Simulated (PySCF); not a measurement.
SCF from a fresh guess for singlet RbBr₂⁻, at the PBE0 minimum. PySCF input:

```python
from pyscf import gto, scf, dft
mol = gto.M(atom='''
Rb     0.000000    -0.000000    -0.000000
Br    -0.000000     0.000000     3.195470
Br     0.000000     0.000000    -3.195470''',
    basis={'Rb': 'def2-TZVPD', 'Br': 'def2-TZVPD'},
    ecp={'Rb': 'def2-TZVPD'},
    charge=-1, spin=0)
mf = dft.RKS(mol, xc='PBE')
mf.grids.atom_grid = (50, 194)
aux = {'Rb': 'def2-universal-JKFIT', 'Br': 'def2-universal-JKFIT'}
mf = mf.density_fit(auxbasis=aux)
mf.conv_tol = 1e-08
mf.diis_space = 10
mf.max_cycle = 60
mf.init_guess = 'minao'
mf.verbose = 4
mf.kernel()
```

Excerpt of the output (cycles and frontier levels):

```
init E= -5166.82702276048
  HOMO = -0.376115758387349  LUMO = -0.179024794747633  gap/eV = 5.36312
cycle= 1 E= -5171.74663282074  delta_E= -4.92  |g|= 0.603  |ddm|= 2.56
  HOMO = 0.0175679212720995  LUMO = 0.0872987437297762  gap/eV = 1.89747
cycle= 2 E= -5171.73178991703  delta_E= 0.0148  |g|= 0.555  |ddm|= 1.64
  HOMO = -0.0838759313072072  LUMO = 0.0615459780876343  gap/eV = 3.95713
cycle= 3 E= -5171.84283752776  delta_E= -0.111  |g|= 0.27  |ddm|= 0.909
  HOMO = -0.0630176644168517  LUMO = 0.0637071310337182  gap/eV = 3.44836
cycle= 4 E= -5171.85380853521  delta_E= -0.011  |g|= 0.0161  |ddm|= 0.224
  HOMO = -0.062198983859759  LUMO = 0.0643928922987665  gap/eV = 3.44474
cycle= 5 E= -5171.85385948786  delta_E= -5.1e-05  |g|= 0.00893  |ddm|= 0.0266
  HOMO = -0.0615384486734648  LUMO = 0.0641300849287414  gap/eV = 3.41961
cycle= 6 E= -5171.85388451342  delta_E= -2.5e-05  |g|= 0.00186  |ddm|= 0.00881
  HOMO = -0.0617692098441251  LUMO = 0.0640839119454804  gap/eV = 3.42464
cycle= 7 E= -5171.85388577407  delta_E= -1.26e-06  |g|= 0.000217  |ddm|= 0.00305
  HOMO = -0.0618250157416818  LUMO = 0.0640401640674562  gap/eV = 3.42497
cycle= 8 E= -5171.85388579191  delta_E= -1.78e-08  |g|= 2.61e-05  |ddm|= 0.000349
  HOMO = -0.0618290381991438  LUMO = 0.0640391725469878  gap/eV = 3.42505
cycle= 9 E= -5171.85388579218  delta_E= -2.73e-10  |g|= 1.38e-06  |ddm|= 5.05e-05
  HOMO = -0.0618288743624767  LUMO = 0.0640388182968871  gap/eV = 3.42503
Extra cycle  E= -5171.85388579219  delta_E= -9.09e-12  |g|= 1.94e-06  |ddm|= 4.59e-06
converged SCF energy = -5171.85388579219
```

No lower solution of this spin was found by a stability analysis within the restricted form, which does not test spin polarisation.

The search for the lowest solution, with the stability check, took 8 s on 4 threads of a shared Arm Neoverse V2 host, with 147 basis functions; the process peaked at 0.33 GiB.
